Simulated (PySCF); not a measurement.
# Reading the logs of faulty runs: CH3O2Si anion

These are calculations, not measurements. The program is PySCF 2.14.0, an open-source quantum chemistry code, run on an isolated molecule that a program drew, which may never have been made. The molecule is CH3O2Si anion (charge -1, singlet), drawn as the SMILES string `C=[Si]([O-])O`.

Each row is a Hartree-Fock (HF) and frozen-core CCSD(T) single point in the aug-cc-pV(D+d)Z basis, meant for a local HF minimum. Run 1 is clean. Each other run has one planted mistake out of seven kinds, and not every kind appears here: one electron removed, one electron added, multiplicity raised by two, geometry at a saddle point, minimal basis STO-3G, one bond length entered in bohr, all coordinates scaled. The reference is restricted for singlets and unrestricted otherwise, and also for a bond in bohr. Adding or removing an electron swaps singlet and doublet. Electrons count all cores. HOMO and LUMO are orbital energies over both spins, the gradient is its largest component, and the lowest frequency (negative if imaginary) is given only where the gradient is small. Bond lengths are over the 6 bonds as drawn. T1 is the CCSD diagnostic: over 0.02 (restricted) or 0.045 (unrestricted) a single reference is doubtful.

Geometry of the clean run:
```xyz
7
CH3O2Si anion, angstrom
C    -0.2809   -1.6041    0.5094
Si    1.0711   -1.6008   -0.5575
O     1.2880   -1.9860   -2.0292
O     2.4723   -1.0506    0.1803
H    -0.1945   -1.2782    1.5391
H    -1.2618   -1.9316    0.1870
H     3.1748   -1.0709   -0.4483
```

```
run  electrons  basis functions  <S^2>  HOMO (eV)  LUMO (eV)  gradient (hartree/bohr)  lowest frequency (cm^-1)  mean bond (Å)  longest bond (Å)      T1  HF (hartree)  CCSD(T) (hartree)                     mistake
  1         40              128  0.000      -2.84       4.05                  1.5e-05                       294         1.3408             1.722  0.0169    -478.36814         -479.06886                    no fault
  2         40              128  2.009       0.57       3.49                  8.0e-02                         -         1.3408             1.722  0.0431    -478.29927         -478.96915  multiplicity raised by two
  3         39              128  0.761     -11.53      -0.28                  9.3e-02                         -         1.3408             1.722  0.0213    -478.32215         -478.98019                           ?
  4         40              128  0.703      -2.60       4.04                  2.7e-02                         -         1.5015             2.048  0.0570    -478.23668         -478.93836                           ?
```

**Which mistake was planted in run 3, and what did it cost?**

It counts 39 electrons, one fewer than the clean run, at the same geometry and basis. So the mistake is: one electron removed. Subtracting run 1 and multiplying by 627.51 kcal/mol a hartree, the energy moved by 28.9 kcal/mol in HF and 55.6 kcal/mol in CCSD(T).

**Which mistake was planted in run 4, and what did it cost?**

The mean bond changes by a factor of 1.120 and the longest by 1.189, so the molecule wasn't scaled as a whole. A length L in bohr read as angstrom grows by (1/0.5292 - 1) L = 0.890 L. The 6 bonds together grew by 6 x 0.1607 = 0.964 Å, which gives L = 1.084 Å. That is the length of one of the C-H bonds, 1.084 Å in the clean geometry. So the mistake is: one bond length entered in bohr. Subtracting run 1 and multiplying by 627.51 kcal/mol a hartree, the energy moved by 82.5 kcal/mol in HF and 81.9 kcal/mol in CCSD(T).

Cautions from the logs. Run 2: the HOMO is above zero, so the electron isn't bound and the energy depends on the basis; run 4: T1 is over the limit, so its CCSD(T) energy is less reliable.
